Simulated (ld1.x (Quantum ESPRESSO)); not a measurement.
**Scattering properties, ultrasoft potential for Sn**

* Element: Sn (Z = 50)
* Generator: ld1.x (Quantum ESPRESSO) 7.5
* Type: ultrasoft
* Functional: PBE
* Relativity: fully relativistic
* Frozen core: [Kr] 4d10
* Valence charge: 4
* Reference configuration: 5s2 5p1.75 (charge +0.25)
* Partial waves: 5s (bound): rcut 1.75, rcutus 2.35 bohr; 5s channel at -0.1 Ry: rcut 1.75, rcutus 2.35 bohr; 5p (bound): rcut 1.60, rcutus 2.20 bohr; 5p channel at 1.2 Ry: rcut 1.60, rcutus 2.20 bohr; 5d channel at 0.05 Ry: rcut 2.00, rcutus 2.65 bohr; 5d channel at 2.6 Ry: rcut 2.00, rcutus 2.65 bohr
* Local potential: all-electron potential smoothed inside 2.60 bohr (lloc = -1)
* Core correction: a·sin(br)/r model core, default radius (core density twice the valence density)
* Augmentation charge: PSQ, inside the norm-conserving radii

Open shells are filled in proportion to 2j + 1 (rel_dist='average').

The phase is arctan(r·u′/u) with u = r·R(r), unwrapped; energies in Ry, scanned from -3 to 5 Ry. A pole is an energy at which the radial function vanishes at the test radius. The pseudo phase is shifted by a multiple of π to meet the all-electron one at the reference energy, and phase errors are pseudo minus all-electron; the curves can meet again beyond the range given. Levels narrower than the energy grid can be missing from the lists of poles.

| channel | radius (bohr) | reference energy (Ry) | poles, all-electron | poles, pseudo | unbroken range about the reference energy with phases within 0.05 rad | phase error 1 Ry above the reference energy (rad) |
| --- | --- | --- | --- | --- | --- | --- |
| s | 2.91 | -0.90 | -0.09 | -0.09, 4.84 | below 2.4 | -0.000 |
| p1/2 | 2.91 | -0.41 | 0.88 | 0.88 | below 3.5 | -0.000 |
| p3/2 | 2.91 | -0.37 | 1.03 | 1.03 | below 3.5 | -0.000 |
| d3/2 | 2.91 | 0.05 | -2.05, 2.89 | 2.79, 3.03 | -1.8 to 2.8 | -0.032 |
| d5/2 | 2.91 | 0.05 | -1.97, 2.93 | 2.97 | -1.7 to 0.8 | -0.048 |

Phases in the p1/2 channel:

| E (Ry) | all-electron | pseudo |
| --- | --- | --- |
| -3.00 | 1.339 | 1.339 |
| -2.52 | 1.308 | 1.308 |
| -2.04 | 1.260 | 1.260 |
| -1.56 | 1.174 | 1.174 |
| -1.08 | 0.971 | 0.971 |
| -0.60 | 0.159 | 0.159 |
| -0.12 | -1.114 | -1.114 |
| 0.36 | -1.439 | -1.439 |
| 0.84 | -1.564 | -1.564 |
| 1.32 | -1.641 | -1.641 |
| 1.80 | -1.707 | -1.708 |
| 2.28 | -1.784 | -1.785 |
| 2.76 | -1.904 | -1.907 |
| 3.24 | -2.170 | -2.188 |
| 3.72 | -3.049 | -3.158 |
| 4.20 | -4.083 | -4.152 |
| 4.68 | -4.399 | -4.437 |
